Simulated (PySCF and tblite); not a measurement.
Results of a calculation; reference values are marked as such.
C₇H₁₀O, numbered as in [O:1]=[CH:2][C@H:3]1[C@@H:4]2[CH2:5][CH2:6][CH2:7][C@H:8]12.

Level: PBE0-D3(BJ)/def2-SVP (IEF-PCM, water)//GFN2-xTB, thermal terms from GFN2-xTB, symmetry numbers and mirror pairs counted. Conformers within 2.5 kcal/mol (GFN2-xTB free energy) were kept, 3 at most. Codes: tblite and PySCF.

Rotational constants are equilibrium values for the commonest isotopes; dipoles come from the energy level named and are polarised by its solvent model.

Torsions listed: O1–C2–C3–C4. The 5-ring runs over atoms 4–5–6–7–8.

```
conformer                                                       shape  symmetry  weight %
        1  5-ring envelope (ring torsions -26, 26, -16, 0, 16°); -33°        Cs      57.7
        2  5-ring envelope (ring torsions -26, 26, -16, 0, 16°); 146°        Cs      42.2
        3  5-ring envelope (ring torsions 25, -25, 16, 0, -16°); 147°        Cs       0.1
```

Sets of constants, in random order:

| set | A (MHz) | B (MHz) | C (MHz) | abs μa (D) | abs μb (D) | abs μc (D) |
| --- | --- | --- | --- | --- | --- | --- |
| P | 5365 | 1246 | 1137 | 4.16 | 0.02 | 1.69 |
| Q | 5080 | 1407 | 1289 | 3.41 | 0.00 | 1.85 |
| R | 4850 | 1298 | 1210 | 4.18 | 0.01 | 1.84 |

Task: Match each set to its conformer.

Result: P is conformer 3, Q is conformer 1, R is conformer 2.
